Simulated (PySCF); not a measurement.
C₄H₇NSi, SMILES C1CN=C[SiH2]C=1. Heavy atoms are numbered as in [CH:1]1=[CH:2][SiH2:3][CH:4]=[N:5][CH2:6]1. Hydrogens are named by the atom that carries them.

The structure is a stationary point at PBE0-D3(BJ)/def2-SVP. This is a generated structure with no PubChem entry under its InChIKey; it may be hypothetical. One conformer was computed; it need not be the lowest.

Method: HF/pcSseg-1 (PySCF).

GIAO shieldings, no solvent; atoms alike by connectivity are averaged. δ = σ(ref) − σ: ¹³C against TMS (σ = 192.6 ppm); ²⁹Si against TMS (σ = 393.8 ppm); ¹⁵N against NH3 (σ = 267.3 ppm); ¹H against TMS (σ = 31.99 ppm), references at their B3LYP-D3(BJ)/def2-TZVP geometries, non-relativistic.

```json
[
 {"nucleus": "¹³C", "atoms": "C4 (CH)", "count": "1", "δ (ppm)": "182.0"},
 {"nucleus": "¹³C", "atoms": "C1 (CH)", "count": "1", "δ (ppm)": "164.7"},
 {"nucleus": "¹³C", "atoms": "C2 (CH)", "count": "1", "δ (ppm)": "122.7"},
 {"nucleus": "¹³C", "atoms": "C6 (CH2)", "count": "1", "δ (ppm)": "54.8"},
 {"nucleus": "²⁹Si", "atoms": "Si3 (SiH2)", "count": "1", "δ (ppm)": "-78.2"},
 {"nucleus": "¹⁵N", "atoms": "N5", "count": "1", "δ (ppm)": "491.1"},
 {"nucleus": "¹H", "atoms": "H on C4", "count": "1", "δ (ppm)": "9.40"},
 {"nucleus": "¹H", "atoms": "H on C1", "count": "1", "δ (ppm)": "7.20"},
 {"nucleus": "¹H", "atoms": "H on C2", "count": "1", "δ (ppm)": "6.22"},
 {"nucleus": "¹H", "atoms": "H on C6", "count": "2", "δ (ppm)": "4.91"},
 {"nucleus": "¹H", "atoms": "H on Si3", "count": "2", "δ (ppm)": "4.36"}
]
```
